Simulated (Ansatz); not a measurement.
C₁₀H₂₂S, SMILES `CCCCCCCCCCS`. The species carries charge 0 and has multiplicity 1. Geometry: relaxed with PBE0-D4/def2-TZVP. It is one conformer, not always the lowest.

```xyz
33

C     1.140    2.691   -0.671
C     0.943    2.269   -2.118
C     1.779    1.064   -2.534
C     1.546   -0.236   -1.769
C     0.149   -0.844   -1.915
C    -0.902   -0.375   -0.913
C    -0.626   -0.806    0.519
C    -1.707   -0.343    1.483
C    -1.435   -0.594    2.961
C    -1.276   -2.060    3.354
S     0.419   -2.709    3.401
H     0.818    1.916    0.029
H     0.572    3.596   -0.441
H     2.194    2.899   -0.464
H     1.205    3.108   -2.772
H    -0.117    2.071   -2.306
H     2.839    1.331   -2.439
H     1.611    0.872   -3.600
H     1.787   -0.095   -0.710
H     2.279   -0.961   -2.136
H    -0.213   -0.655   -2.932
H     0.227   -1.934   -1.828
H    -1.005    0.713   -0.944
H    -1.877   -0.776   -1.215
H     0.343   -0.418    0.853
H    -0.546   -1.900    0.543
H    -1.862    0.734    1.343
H    -2.657   -0.818    1.208
H    -2.274   -0.180    3.530
H    -0.545   -0.042    3.280
H    -1.614   -2.212    4.382
H    -1.892   -2.707    2.725
H     0.699   -2.601    2.095
```

(1) What is the dipole moment at r2SCAN/def2-TZVPP? (Estimate.)

(2) And with PBE, B3LYP, ωB97M-V? (Estimate.)

(3) Give the Mulliken charges with r2SCAN, PBE, ωB97M-V in def2-TZVPP. (Best estimate.)

Results:

(1) The calculation gave: 1.90 D, with components (-1.28, 0.93, -1.06) D in this frame, pointing from negative to positive charge.

(2) Computed: PBE 1.82 D, B3LYP 1.81 D, ωB97M-V 1.79 D.

(3) Computed: 
```json
{"atom": "C1", "r2SCAN": "-0.16", "PBE": "-0.25", "ωB97M-V": "-0.30"}
{"atom": "C2", "r2SCAN": "0.01", "PBE": "-0.08", "ωB97M-V": "-0.19"}
{"atom": "C3", "r2SCAN": "-0.03", "PBE": "-0.10", "ωB97M-V": "-0.18"}
{"atom": "C4", "r2SCAN": "-0.05", "PBE": "-0.12", "ωB97M-V": "-0.22"}
{"atom": "C5", "r2SCAN": "-0.02", "PBE": "-0.07", "ωB97M-V": "-0.19"}
{"atom": "C6", "r2SCAN": "-0.05", "PBE": "-0.10", "ωB97M-V": "-0.22"}
{"atom": "C7", "r2SCAN": "-0.08", "PBE": "-0.12", "ωB97M-V": "-0.23"}
{"atom": "C8", "r2SCAN": "-0.02", "PBE": "-0.10", "ωB97M-V": "-0.18"}
{"atom": "C9", "r2SCAN": "-0.03", "PBE": "-0.09", "ωB97M-V": "-0.17"}
{"atom": "C10", "r2SCAN": "-0.05", "PBE": "-0.13", "ωB97M-V": "-0.24"}
{"atom": "S11", "r2SCAN": "-0.21", "PBE": "-0.22", "ωB97M-V": "-0.17"}
{"atom": "H12", "r2SCAN": "0.03", "PBE": "0.07", "ωB97M-V": "0.08"}
{"atom": "H13", "r2SCAN": "0.05", "PBE": "0.08", "ωB97M-V": "0.11"}
{"atom": "H14", "r2SCAN": "0.04", "PBE": "0.07", "ωB97M-V": "0.10"}
{"atom": "H15", "r2SCAN": "0.02", "PBE": "0.06", "ωB97M-V": "0.10"}
{"atom": "H16", "r2SCAN": "0.01", "PBE": "0.05", "ωB97M-V": "0.09"}
{"atom": "H17", "r2SCAN": "0.01", "PBE": "0.05", "ωB97M-V": "0.10"}
{"atom": "H18", "r2SCAN": "0.01", "PBE": "0.05", "ωB97M-V": "0.10"}
{"atom": "H19", "r2SCAN": "0.03", "PBE": "0.05", "ωB97M-V": "0.10"}
{"atom": "H20", "r2SCAN": "0.03", "PBE": "0.07", "ωB97M-V": "0.10"}
{"atom": "H21", "r2SCAN": "0.02", "PBE": "0.05", "ωB97M-V": "0.10"}
{"atom": "H22", "r2SCAN": "0.02", "PBE": "0.05", "ωB97M-V": "0.10"}
{"atom": "H23", "r2SCAN": "0.02", "PBE": "0.05", "ωB97M-V": "0.10"}
{"atom": "H24", "r2SCAN": "0.03", "PBE": "0.06", "ωB97M-V": "0.11"}
{"atom": "H25", "r2SCAN": "0.04", "PBE": "0.06", "ωB97M-V": "0.11"}
{"atom": "H26", "r2SCAN": "0.02", "PBE": "0.04", "ωB97M-V": "0.10"}
{"atom": "H27", "r2SCAN": "0.02", "PBE": "0.06", "ωB97M-V": "0.10"}
{"atom": "H28", "r2SCAN": "0.02", "PBE": "0.05", "ωB97M-V": "0.10"}
{"atom": "H29", "r2SCAN": "0.03", "PBE": "0.07", "ωB97M-V": "0.10"}
{"atom": "H30", "r2SCAN": "0.03", "PBE": "0.06", "ωB97M-V": "0.10"}
{"atom": "H31", "r2SCAN": "0.07", "PBE": "0.11", "ωB97M-V": "0.13"}
{"atom": "H32", "r2SCAN": "0.06", "PBE": "0.09", "ωB97M-V": "0.13"}
{"atom": "H33", "r2SCAN": "0.10", "PBE": "0.11", "ωB97M-V": "0.11"}
```

B3LYP here is the variant with VWN-RPA as its local correlation; programs differ in this.
